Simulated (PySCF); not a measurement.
## Simulated characterisation data

Theoretical values (PySCF 2.14.0 with density-fitted response routines): structure optimised with GFN2-xTB, shieldings: GIAO PBE0/pcSseg-1. Averaged over atoms made equivalent by symmetry, fast rotation or ring inversion, no solvent model, a single conformation, non-relativistic Hamiltonian.

References, each an isolated molecule treated in the same way: TMS for ¹H and ¹³C. Where no couplings were computed, multiplicities follow the n + 1 count of equivalent neighbours, and m marks all less simple cases (inequivalent or close neighbours, rings, F or P nearby). Shifts are as computed. Against solution values, carbons near 30 ppm lie about +3 ppm off and those near 130 ppm about +5 ppm. Of 1211 compounds with measured shifts, 218 miss one by over three times the rms of a fit or turn the order of signals round; such compounds aren't used in these exercises. OH and NH positions are gas-phase values without hydrogen bonding to other molecules.

**1.** SMILES N1CC([C@@H](C#C)C#N)C1, C7H8N2. ¹H NMR (600 MHz, computed): δ 4.07 (m, 1H), 4.05 (m, 1H), 3.80 (m, 1H), 3.44 (m, 1H), 3.41 (m, 1H), 2.62 (m, 1H), 1.64 (d, 1H), 0.46 (br s, 1H). ¹³C{¹H} NMR (computed): δ 122.0 (C), 82.5 (C), 78.9 (CH), 53.2 (CH2), 53.2 (CH2), 40.8 (CH), 26.5 (CH).

**2.** SMILES C/N=C\c1ccncc1, C7H8N2. ¹H NMR (600 MHz, computed): δ 9.12 (d, 2H), 8.81 (s, 1H), 7.19 (d, 2H), 3.81 (s, 3H). ¹³C{¹H} NMR (computed): δ 164.7, 156.4, 145.1, 126.9, 43.2.
